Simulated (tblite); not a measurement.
C₅H₁₁FS₂Si.
Numbering: `[CH3:1][S:2][C@@:3]([CH3:4])([SiH3:5])[C:6](=[S:7])[CH2:8][F:9]` (hydrogens: H10, H11, H12 on C1; H13, H14, H15 on C4; H16, H17, H18 on Si5; H19, H20 on C8)

Structure optimised with GFN2-xTB, isolated species.

Some entries are withheld. Bonds in one row agree within 0.01 Å.

```
            coordinate    value
                 C1–S2  1.821 Å
                 S2–C3        ?
                 C3–C4        ?
                C3–Si5  1.962 Å
                 C3–C6        ?
                 C6=S7  1.635 Å
                 C6–C8  1.503 Å
                 C8–F9  1.375 Å
C1–H10, C1–H11, C1–H12  1.086 Å
C4–H13, C4–H14, C4–H15  1.089 Å
      Si5–H16, Si5–H17  1.455 Å
               Si5–H18  1.464 Å
                C8–H19  1.098 Å
                C8–H20  1.094 Å
              C1–S2–C3   101.3°
              S2–C3–C4   110.6°
             S2–C3–Si5        ?
              S2–C3–C6   109.3°
             C4–C3–Si5   109.5°
              C4–C3–C6        ?
             Si5–C3–C6   110.1°
              C3–C6–S7        ?
              C3–C6–C8   119.0°
              S7–C6–C8   117.7°
              C6–C8–F9   111.8°
```

Problem. Estimate the withheld lengths and angles.

Solution. 
- S2–C3 = 1.846 Å, drawn single (sulfide sulfur to sp3 carbon bound to sulfur); 0.04 Å above the sum of covalent radii, 1.81 Å.
- C3–C4 = 1.518 Å, drawn single (sp3 carbon bound to sulfur to methyl carbon); equal to the sum of covalent radii, 1.52 Å.
- C3–C6 = 1.460 Å, drawn single (sp3 carbon bound to sulfur to thiocarbonyl carbon); 0.03 Å below the sum of covalent radii, 1.49 Å.
- S2–C3–Si5 = 103.4°, at the sp3 carbon bound to sulfur; the outer atoms are 2.988 Å apart.
- C4–C3–C6 = 113.5°, at the sp3 carbon bound to sulfur; the outer atoms are 2.491 Å apart.
- C3–C6–S7 = 123.3°, at the thiocarbonyl carbon; the outer atoms are 2.725 Å apart.

Radii are Cordero's, carbon taken as 0.76, 0.73 or 0.69 Å for four, three, and two or fewer neighbours.

Its GFN2-xTB frequencies are all real (lowest 36 cm⁻¹). The numbers are those of one conformer (C1–S2–C3–C4 59°, S2–C3–C6–S7 129°, C3–C6–C8–F9 -42°). 3 starts were optimised and ended at 0.00, 0.02 and 5.12 kcal/mol (GFN2-xTB); the lowest of these is shown.

These are computed values.
